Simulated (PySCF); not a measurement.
From one molecule to another.

First species: Al(vinyl)3, C6H9Al.
SMILES: `C=[CH][Al]([CH]=C)[CH]=C`

Second species: C6H9F.
Numbering: `[CH3:1][C@@H:2]1[CH2:3][CH:4]=[CH:5][C@H:6]1[F:7]` (hydrogens: H8, H9, H10 on C1; H11 on C2; H12, H13 on C3; H14 on C4; H15 on C5; H16 on C6)

Structure used (PBE0-D3(BJ)/def2-SVP), in Å, numbered top down from 1:
```xyz
16
C6H9F angstrom
C     -1.706   -0.997   -0.556
C     -0.374   -0.277   -0.478
C      0.861   -1.168   -0.251
C      1.802   -0.267    0.495
C      1.182    0.821    0.961
C     -0.276    0.794    0.615
F     -0.744    2.012    0.163
H     -1.910   -1.559    0.370
H     -2.528   -0.281   -0.706
H     -1.727   -1.713   -1.392
H     -0.206    0.287   -1.412
H      1.285   -1.565   -1.188
H      0.602   -2.049    0.367
H      2.855   -0.507    0.662
H      1.627    1.612    1.569
H     -0.890    0.537    1.501
```

Levels: wB97X-D/def2-SVPD for HOMO energy, LUMO energy, HOMO–LUMO gap and static isotropic polarisability; TDDFT wB97X-D/def2-SVPD for lowest singlet excitation; TDA wB97X-D/def2-SVPD for lowest triplet excitation (Tamm–Dancoff). Geometries: PBE0-D3(BJ)/def2-SVP. Each species is one conformer at its optimised geometry, gas phase, non-relativistic unless stated; the electronic structure was computed with PySCF and density fitting.

Values for the first species:

| Quantity | Value |
| --- | --- |
| HOMO energy | -9.60 eV |
| LUMO energy | 0.15 eV |
| HOMO–LUMO gap | 9.75 eV |
| Lowest singlet excitation | 5.09 eV |
| Lowest triplet excitation (Tamm–Dancoff) | 4.08 eV |
| Static isotropic polarisability | 98.7 au |

Question: Estimate the same properties for the second species, and the change in each.

Answer: 
```json
{"property": "HOMO energy", "first": "-9.60 eV", "second": "-9.28 eV", "second less first": "+0.32 eV"}
{"property": "LUMO energy", "first": "0.15 eV", "second": "1.81 eV", "second less first": "+1.66 eV"}
{"property": "HOMO–LUMO gap", "first": "9.75 eV", "second": "11.09 eV", "second less first": "+1.34 eV"}
{"property": "lowest singlet excitation", "first": "5.09 eV", "second": "6.97 eV", "second less first": "+1.88 eV"}
{"property": "lowest triplet excitation (Tamm–Dancoff)", "first": "4.08 eV", "second": "4.37 eV", "second less first": "+0.29 eV"}
{"property": "static isotropic polarisability", "first": "98.7 au", "second": "69.1 au", "second less first": "-29.6 au"}
```

On the first: S1 lies 4.66 eV below the HOMO–LUMO gap. No computed singlet falls in the visible range (750 to 380 nm, 1.65 to 3.26 eV); S1 lies 1.83 eV above its blue end.

On the second: The principal polarisabilities are 57.0, 74.0 and 76.2 au; their mean is the isotropic value. The vertical singlet–triplet gap S1 − T1 is 2.60 eV (TDDFT singlet less Tamm–Dancoff triplet; S1: HOMO→LUMO, weight 0.94; T1: HOMO→LUMO, weight 0.91).
